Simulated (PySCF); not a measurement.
## AsH⁺: from constants to spectrum

UHF-CCSD(T) constants of AsH⁺, ²Π (doublet), unpaired electrons π ↑ (basis As cc-pVTZ-PP with ECP10, H cc-pVTZ; scalar-relativistic core potentials; PySCF 2.14; masses 74.9216 and 1.0078 u):

- ωe: 2240.5 cm⁻¹
- ωexe: 40.6 cm⁻¹
- Be: 7.3469 cm⁻¹
- αe: 0.202 cm⁻¹
- D (centrifugal): 0.000316 cm⁻¹
- De to As⁺ + H: 3.12 eV

**Question.** Give the vibrational terms G(v) and spacings up to v = 6.

**Answer.** G(v) = ωe(v+½) − ωexe(v+½)².

```tsv
v	G(v) (cm⁻¹)	G(v) − G(v−1)	Bv (cm⁻¹)
0	1110		7.246
1	3269	2159	7.044
2	5348	2078	6.842
3	7344	1997	6.640
4	9260	1916	6.438
5	11095	1834	6.236
6	12848	1753	6.034
```

**Question.** How well does the Morse estimate ωe²/(4ωexe) reproduce De, and what is D0?

**Answer.** It gives 3.83 eV, 123 % of the computed De. D0 = De − G(0) = 3.12 − 0.14 = 2.98 eV.

Correlated steps freeze 4 core orbitals. Spin–orbit coupling is left out. For an ion De counts to the pair picked by the measured ionisation energies or electron affinities, which need not be the lowest pair at this level. The state is the lowest determinant that a PBE0 search found; another state may lie lower at other levels.
